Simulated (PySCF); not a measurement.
How methods differ on the ionisation energy of Te

Te [Kr] 4d10 5s2 5p4 (3P) → Te⁺ [Kr] 4d10 5s2 5p3 (4S), as a difference of total energies. All numbers are calculated (PySCF 2.14, a scalar-relativistic core potential, in aug-cc-pVQZ-PP with one added diffuse shell each of s, p, d, f, g type with ECP28MDF (8s8p6d4f3g, 117 functions)). Correlated levels: valence: 4s2 4p6 4d10 frozen. The calculations carry no spin-orbit coupling.

Q: Order these methods by the ionisation energy they give, lowest first.
A. UHF
B. PBE0
C. wB97X
D. SCS-MP2 (valence)

A: A (7.733 eV), D (8.538 eV), B (8.730 eV), C (8.981 eV).

Errors of the correlated levels include the incompleteness of this basis and the frozen core.

For comparison: 8.749 eV (measured; NIST levels, between the centres of gravity of the two terms).
